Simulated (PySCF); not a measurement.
# CBr⁺ at PW91

Level: PW91. C cc-pVTZ, Br cc-pVTZ-PP with ECP10; scalar-relativistic core potentials (PySCF 2.14).

- state: ¹Σ⁺ (singlet), closed shell
- bond length: 1.717 Å
- harmonic wavenumber: 930 cm⁻¹
- force constant: 5.31 mdyn/Å
- rotational constant Be: 0.5491 cm⁻¹
- anharmonicity ωexe: 4.26 cm⁻¹
- vibration–rotation constant αe: 0.00384 cm⁻¹
- well depth De to C⁺ + Br: 6.95 eV
- dissociation energy D0: 6.89 eV
- HOMO–LUMO gap: 3.74 eV
- bond order (Mayer): 2.27
- dipole moment (positive dipole points towards Br; it is taken about the centre of mass and depends on that origin): -0.34 D

For an ion De counts to the pair picked by the measured ionisation energies or electron affinities, which need not be the lowest pair at this level.
